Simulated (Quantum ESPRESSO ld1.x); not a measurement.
Q: Re3+, 72 electrons, occupied as [Xe] 4f14 5d4. Calculated with ld1.x of Quantum ESPRESSO 7.5: Dirac Kohn-Sham, revPBE, spin-unpolarised, spherical densities, point nucleus; open shells fill j = l - 1/2 first. Some entries of the table are withheld. Estimate them.

orbital  occ.  eigenvalue (hartree)  <1/r> (bohr^-1)
1s1/2       2              -2631.05            88.82
2s1/2       2              -456.733            21.65
2p1/2       2              -436.991            21.60
2p3/2       4              -384.080            18.04
3s1/2       2                   (1)            7.947
3p1/2       2              -97.7684            7.858
3p3/2       4              -86.2772            6.936
3d3/2       4              -71.5460            6.831
3d5/2       6              -69.0521            6.614
4s1/2       2                   (2)            3.343
4p1/2       2              -19.4243            3.232
4p3/2       4              -16.7442            2.911
4d3/2       4              -10.7344            2.699
4d5/2       6              -10.2393            2.622
5s1/2       2              -4.19678            1.308
5p1/2       2              -3.08651            1.181
5p3/2       4              -2.67878            1.070
4f5/2       6                   (3)            2.181
4f7/2       8                   (4)            2.149
5d3/2       4              -1.22341              (5)
5d5/2       0              -1.18295              (6)

A: 
(1) 3s1/2 eigenvalue (hartree): -106.562
(2) 4s1/2 eigenvalue (hartree): -23.0908
(3) 4f5/2 eigenvalue (hartree): -2.67647
(4) 4f7/2 eigenvalue (hartree): -2.58411
(5) 5d3/2 <1/r> (bohr^-1): 0.7790
(6) 5d5/2 <1/r> (bohr^-1): 0.7560
